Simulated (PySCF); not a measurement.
GeC: energy against distance

Set-up: basis Ge def2-TZVPP, C def2-TZVPP; no relativity; PySCF 2.14. Energies in eV from Ge + C in their ground configurations at the same level. State: ³Π (triplet), unpaired electrons σ ↑, π ↑.

Curves on a restricted Hartree–Fock reference rise too fast on stretching and do not dissociate correctly.

| R (Å) | ROHF-SCS-MP2 | B97-3 |
| --- | --- | --- |
| 1.545 | -2.092 | -2.451 |
| 1.617 | -2.830 | -3.182 |
| 1.689 | -3.247 | -3.593 |
| 1.743 | -3.402 | -3.745 |
| 1.797 | -3.453 | -3.796 |
| 1.851 | -3.421 | -3.771 |
| 1.923 | -3.278 | -3.652 |
| 2.013 | -2.977 | -3.420 |
| 2.120 | -2.490 | -3.086 |
| 2.264 | -1.713 | -2.621 |

Q: Put a parabola through the three lowest points of the ROHF-SCS-MP2 curve and estimate Re, k and ωe (reduced mass 10.32 u; 1 eV/Å² = 0.16022 mdyn/Å; ωe = 1302.8·√(k/μ) cm⁻¹).

A: Through R = 1.743, 1.797, 1.851 Å the second-order coefficient is 14.2 eV/Å², so Re ≈ 1.803 Å, k ≈ 4.56 mdyn/Å and ωe ≈ 866 cm⁻¹. A polynomial fit of higher order to the unrounded ROHF-SCS-MP2 energies gives Re = 1.801 Å, k = 4.45 mdyn/Å, ωe = 855 cm⁻¹; anharmonicity and rounding make the difference.

The higher-order fit for each curve: ROHF-SCS-MP2: Re = 1.801 Å, ωe = 855 cm⁻¹, De = 3.45 eV; B97-3: Re = 1.804 Å, ωe = 817 cm⁻¹, De = 3.80 eV.

Correlated steps freeze 10 core orbitals. ⟨S²⟩ of the unrestricted solution departs from its pure value on part of the curve, where spin states mix. Spin–orbit coupling is left out. The state was picked by a PBE0 search and need not be the measured ground state.
